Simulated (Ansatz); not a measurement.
Reaction (redistribution): `C[N](C)[Mg][OH]` + `C[CH](C)[Ge][F]` → `C[CH](C)[Mg][OH]` + `C[N](C)[Ge][F]`

Calculated with Ansatz (gas phase, PBE0-D4/def2-TZVP geometries, no zero-point term in ΔE). CCSD(T)/CBS adds triple-zeta CCSD(T) − MP2 to the extrapolated MP2 energy (def2 sets, frozen cores). DFT in def2-TZVPP. B3LYP here is the variant with VWN-RPA as its local correlation; programs differ in this. For Ge, Mg outer-core shells are correlated without core-valence functions, which leaves a few kJ/mol of doubt a bond. Scalar relativity is left out up to krypton. Each species was taken in one conformer, which may not be the lowest.

```csv
level,ΔE (kJ/mol),difference from CCSD(T)/CBS
revPBE-D4,-40.2,-4.4
PBE0-D4,-38.8,-3.0
B3LYP-D4,-39.7,-3.9
r2SCANh-D4,-38.9,-3.1
BHLYP-D4,-34.0,1.8
CAM-B3LYP-D4,-38.2,-2.4
ωB97M-V,-36.8,-1.0
B2PLYP,-40.8,-5.0
PBE,-45.8,-10.0
r2SCANh,-39.1,-3.3
LC-ωPBE,-32.2,3.6
HF/def2-SVP,-21.3,14.5
MP2/def2-SVP,-36.9,-1.1
HF/def2-TZVPP,-24.9,10.9
MP2/def2-QZVPP,-37.5,-1.7
SCS-MP2/def2-QZVPP,-34.8,1.0
CCSD(T)/CBS,-35.8,0
```

What do rigid-rotor, harmonic-oscillator terms from PBE0-D4/def2-TZVP frequencies (298.15 K, 1 bar) make of the CCSD(T)/CBS value? (Estimate.)

Ansatz gave: ΔZPE = +2.2 kJ/mol, ΔH = -34.4 kJ/mol, ΔS = -15 J/(mol·K), ΔG = -30.0 kJ/mol. Modes under 50 cm⁻¹ make the entropy rough.

Largest T1 diagnostic among the species: 0.015.

From BLYP to BHLYP (50 % exact exchange), in def2-TZVPP and without D4, ΔE moves by +10.6 kJ/mol. Leaving LDA and LC-ωPBE aside and taking each functional with its dispersion term where it has one, the values, not all of them listed here, spread over 10.9 kJ/mol, from PBE-D4 to BHLYP-D4. LDA lies −7.4 kJ/mol from PBE without D4.
